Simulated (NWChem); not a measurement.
Molecule: TiHSF3; SMILES [F][Ti]([SH])([F])[F]

```xyz
6

Ti     0.0263    -0.3677     0.0001
F     -0.8116    -0.9667     1.3960
F      1.6906    -0.8345     0.0055
F     -0.8021    -0.9679    -1.4009
S      0.0047     1.9361    -0.0005
H     -1.3464     2.0328    -0.0009
```
Atoms are numbered in this order, from 1.

Program: NWChem. Pople sets run with spherical d functions. Medium grid unless said otherwise, to which SCAN and Minnesota functionals are sensitive. The geometry was optimised at B3LYP/6-31G* (spherical d). Level r2SCAN/6-31G*: single points from the atomic guess with DIIS by default; each run changes one setting, and all converged runs end within 0.3 mHa of each other. NWChem's automatic level shift, which a small gap switches on, acted in some of these runs.

Q: Which setting needs the most SCF iterations, or fails (DIIS on 3 Fock matrices; defaults; no DIIS, 40 % damping; DIIS on 20 Fock matrices; level shift of 0.5 Ha throughout; core-Hamiltonian guess)?

A: no DIIS, 40 % damping, which doesn't converge.
```
setting                                 SCF iterations
--------------------------------  --------------------
defaults                                            29
DIIS on 3 Fock matrices                             19
core-Hamiltonian guess                              15
level shift of 0.5 Ha throughout                    29
DIIS on 20 Fock matrices                            29
no DIIS, 40 % damping             not converged in 200
```
